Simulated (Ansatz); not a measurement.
Species: C2HF2, net charge 0, doublet state. It need not be the lowest isomer of its formula. 
Geometry from a B3LYP-D3(BJ)/def2-TZVP (Ansatz, an electronic-structure program) optimisation:
```xyz
5

F      1.3885     1.0782     0.1606
C      0.6465    -0.0359     0.0569
C     -0.6604     0.0216    -0.0586
F     -1.5142    -0.9621    -0.1681
H      1.2142    -0.9599     0.0772
```
Charge 0, spin multiplicity 2.

Give the harmonic wavenumbers at B3LYP-D3(BJ)/def2-TZVP (Ansatz, finite differences of forces, unscaled).

304, 308, 550, 731, 1121, 1201, 1292, 1752, 3165 cm⁻¹. Zero-point energy 14.9 kcal/mol.

From these and the geometry, give the ideal-gas thermochemistry at 298.15 K and 1 atm (rigid rotor, harmonic oscillator).

Point group Cs, rotational symmetry number 1. Rotational constants 84.13, 3.96, 3.782 GHz. S(trans) 38.34, S(rot) 23.06, S(vib) 3.71, S(elec, spin only) 1.38, S 66.5 cal/(mol K). H(298) - H(0) 3.10 kcal/mol; G - E(el) -1.8 kcal/mol.
